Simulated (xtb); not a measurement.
phosphine (H3P), singlet, from a rough starting geometry; GFN2-xTB (xtb 6.7.1).

xtb was given this input:
```
$ xtb mol.xyz --gfn 2 --opt vtight --json

# file mol.xyz
4

P     -0.03645149     0.06415092     0.50862673
H      0.02308756     1.19730042    -0.20605445
H      1.09156379    -0.59421995    -0.17802660
H     -1.01369676    -0.62874895    -0.17077422
```

Output, abridged:

```
   ID    Z sym.   atoms
    1   15 P      1
    2    1 H      2-4

           -------------------------------------------------
          |                Calculation Setup                |
           -------------------------------------------------

           -------------------------------------------------
          |                 G F N 2 - x T B                 |
           -------------------------------------------------

          ...................................................
          :                      SETUP                      :
          :.................................................:
          :  # basis functions                  13          :
          :  # atomic orbitals                  12          :
          :  # shells                            6          :
          :  # electrons                         8          :
          :  max. iterations                   250          :
          :  Hamiltonian                  GFN2-xTB          :
          :  restarted?                      false          :
          :  GBSA solvation                  false          :
          :  PC potential                    false          :
          :  electronic temp.          300.0000000     K    :
          :  accuracy                    1.0000000          :
          :  -> integral cutoff          0.2500000E+02      :
          :  -> integral neglect         0.1000000E-07      :
          :  -> SCF convergence          0.1000000E-05 Eh   :
          :  -> wf. convergence          0.1000000E-03 e    :
          :  Broyden damping             0.4000000          :
          :  net charge                          0          :
          :  unpaired electrons                  0          :
          ...................................................

 iter      E             dE          RMSdq      gap      omega  full diag
   1     -4.0517711 -0.405177E+01  0.432E+00    5.43       0.0  T
   2     -4.0523251 -0.553904E-03  0.265E+00    5.39       1.0  T
   3     -4.0523739 -0.488953E-04  0.263E-01    5.39       1.0  T
   4     -4.0523911 -0.171288E-04  0.584E-02    5.40       1.0  T
   5     -4.0523916 -0.479952E-06  0.222E-02    5.40       2.3  T
   6     -4.0523916 -0.109538E-07  0.921E-03    5.40       5.4  T
   7     -4.0523916 -0.638833E-08  0.134E-03    5.40      37.4  T
   8     -4.0523916 -0.114495E-09  0.499E-04    5.40     100.3  T
   9     -4.0523916 -0.883915E-11  0.116E-04    5.41     432.6  T

   *** convergence criteria satisfied after 9 iterations ***

         :::::::::::::::::::::::::::::::::::::::::::::::::::::
         ::                     SUMMARY                     ::
         :::::::::::::::::::::::::::::::::::::::::::::::::::::
         :: total energy              -4.023002171167 Eh    ::
         :: gradient norm              0.058302134958 Eh/a0 ::
         :: HOMO-LUMO gap              5.405020989798 eV    ::
         ::.................................................::
         :: SCC energy                -4.052391565536 Eh    ::
         :: -> isotropic ES            0.000403476885 Eh    ::
         :: -> anisotropic ES          0.000358695254 Eh    ::
         :: -> anisotropic XC          0.002657217944 Eh    ::
         :: -> dispersion             -0.000764117663 Eh    ::
         :: repulsion energy           0.029389394370 Eh    ::
         :: add. restraining           0.000000000000 Eh    ::
         :: total charge              -0.000000000000 e     ::
         :::::::::::::::::::::::::::::::::::::::::::::::::::::

      -----------------------------------------------------------
     |                   =====================                   |
     |                        A N C O P T                        |
     |                   =====================                   |
     |               Approximate Normal Coordinate               |
     |                Rational Function Optimizer                |
      -----------------------------------------------------------
      -----------------------------------------------------------
     |                   =====================                   |
     |                        A N C O P T                        |
     |                   =====================                   |
     |               Approximate Normal Coordinate               |
     |                Rational Function Optimizer                |
      -----------------------------------------------------------

          ...................................................
          :                      SETUP                      :
          :.................................................:
          :   optimization level         verytight          :
          :   max. optcycles                   200          :
          :   ANC micro-cycles                  20          :
          :   degrees of freedom                 6          :
          :.................................................:
          :   RF solver                   davidson          :
          :   write xtbopt.log                true          :
          :   linear?                        false          :
          :   energy convergence         0.1000000E-06 Eh   :
          :   grad. convergence          0.2000000E-03 Eh/α :
          :   maxmium RF displ.          1.0000000          :
          :   Hlow (freq-cutoff)         0.1000000E-01      :
          :   Hmax (freq-cutoff)         5.0000000          :
          :   S6 in model hess.         20.0000000          :
          ...................................................

generating ANC from exact Hessian ...
Using Lindh-Hessian (1995)
 Shifting diagonal of input Hessian by    0.0000000000000000
 Lowest  eigenvalues of input Hessian
    0.000000    0.000000    0.000000    0.000000    0.000000    0.000000
    0.026374    0.032453    0.056560    0.471766    0.679878    0.839643
 Highest eigenvalues
    0.026374    0.032453    0.056560    0.471766    0.679878    0.839643

[...]
 * total energy  :    -4.0230022 Eh     change       -0.2276401E-11 Eh
 * total energy  :    -4.0276933 Eh     change       -0.4691098E-02 Eh
 * total energy  :    -4.0285434 Eh     change       -0.8501133E-03 Eh
 * total energy  :    -4.0288461 Eh     change       -0.3027415E-03 Eh
 * total energy  :    -4.0288658 Eh     change       -0.1965999E-04 Eh
 * total energy  :    -4.0288654 Eh     change        0.3667690E-06 Eh
 * total energy  :    -4.0288717 Eh     change       -0.6275210E-05 Eh
 * total energy  :    -4.0288718 Eh     change       -0.1482800E-06 Eh
 * total energy  :    -4.0288719 Eh     change       -0.1036816E-06 Eh
 * total energy  :    -4.0288719 Eh     change       -0.1291145E-09 Eh
   *** GEOMETRY OPTIMIZATION CONVERGED AFTER 10 ITERATIONS ***
[...]
          :.................................................:
          :  # basis functions                  13          :
          :  # atomic orbitals                  12          :
          :  # shells                            6          :
          :  # electrons                         8          :
          :  max. iterations                   250          :
          :  Hamiltonian                  GFN2-xTB          :
          :  restarted?                      false          :
          :  GBSA solvation                  false          :
          :  PC potential                    false          :
          :  electronic temp.          300.0000000     K    :
          :  accuracy                    1.0000000          :
          :  -> integral cutoff          0.2500000E+02      :
          :  -> integral neglect         0.1000000E-07      :
          :  -> SCF convergence          0.1000000E-05 Eh   :
          :  -> wf. convergence          0.1000000E-03 e    :
          :  Broyden damping             0.4000000          :
          :  net charge                          0          :
          :  unpaired electrons                  0          :
          ...................................................

 iter      E             dE          RMSdq      gap      omega  full diag
   1     -4.0582786 -0.405828E+01  0.745E-06    5.96       0.0  T
   2     -4.0582786 -0.710543E-14  0.468E-06    5.96   10693.8  T
   3     -4.0582786  0.444089E-14  0.112E-06    5.96   44768.2  T

   *** convergence criteria satisfied after 3 iterations ***

         :::::::::::::::::::::::::::::::::::::::::::::::::::::
         ::                     SUMMARY                     ::
         :::::::::::::::::::::::::::::::::::::::::::::::::::::
         :: total energy              -4.028871944210 Eh    ::
         :: gradient norm              0.000007452486 Eh/a0 ::
         :: HOMO-LUMO gap              5.961245910886 eV    ::
         ::.................................................::
         :: SCC energy                -4.058278595637 Eh    ::
         :: -> isotropic ES            0.000333327021 Eh    ::
         :: -> anisotropic ES          0.000546638744 Eh    ::
         :: -> anisotropic XC          0.001956208232 Eh    ::
         :: -> dispersion             -0.000764672571 Eh    ::
         :: repulsion energy           0.029406651427 Eh    ::
         :: add. restraining           0.000000000000 Eh    ::
         :: total charge               0.000000000000 e     ::
         :::::::::::::::::::::::::::::::::::::::::::::::::::::

           -------------------------------------------------
          |                Property Printout                |
           -------------------------------------------------

    * Orbital Energies and Occupations

         #    Occupation            Energy/Eh            Energy/eV
      -------------------------------------------------------------
         1        2.0000           -0.6608103             -17.9816
         2        2.0000           -0.4686249             -12.7519
         3        2.0000           -0.4686223             -12.7519
         4        2.0000           -0.4203429             -11.4381 (HOMO)
         5                         -0.2012712              -5.4769 (LUMO)
         6                         -0.2012679              -5.4768
         7                         -0.0376921              -1.0257
         8                         -0.0376919              -1.0256
         9                         -0.0357956              -0.9740
        10                          0.2404666               6.5434
        11                          0.9185323              24.9945
        12                          0.9185565              24.9952
      -------------------------------------------------------------
                  HL-Gap            0.2190718 Eh            5.9612 eV
             Fermi-level           -0.3108071 Eh           -8.4575 eV

     #   Z          covCN         q      C6AA      α(0)
     1  15 P        2.931    -0.142   166.776    23.203
     2   1 H        0.977     0.047     2.345     2.393
     3   1 H        0.977     0.047     2.345     2.393
     4   1 H        0.977     0.047     2.345     2.393

 Mol. C6AA /au·bohr⁶  :        305.629109
 Mol. C8AA /au·bohr⁸  :      12541.600653
 Mol. α(0) /au        :         30.381325

Wiberg/Mayer (AO) data.
largest (>0.10) Wiberg bond orders for each atom

 ---------------------------------------------------------------------------
     #   Z sym  total        # sym  WBO       # sym  WBO       # sym  WBO
 ---------------------------------------------------------------------------
     1  15 P    2.966 --     3 H    0.989     4 H    0.989     2 H    0.989
     2   1 H    0.998 --     1 P    0.989
     3   1 H    0.998 --     1 P    0.989
     4   1 H    0.998 --     1 P    0.989
 ---------------------------------------------------------------------------

Topologies differ in total number of bonds
Writing topology from bond orders to xtbtopo.mol

molecular dipole:
                 x           y           z       tot (Debye)
 q only:        0.003      -0.007      -0.207
   full:        0.007      -0.016      -0.496       1.262
molecular quadrupole (traceless):
                xx          xy          yy          xz          yz          zz
 q only:        0.240       0.000       0.239       0.000      -0.029      -0.479
  q+dip:        0.479       0.000       0.477      -0.003      -0.059      -0.956
   full:        0.871       0.001       0.867       0.013      -0.096      -1.738

optimized geometry written to: xtbopt.xyz

           -------------------------------------------------
          | TOTAL ENERGY               -4.028871944210 Eh   |
          | GRADIENT NORM               0.000007452486 Eh/α |
          | HOMO-LUMO GAP               5.961245910886 eV   |
           -------------------------------------------------
```
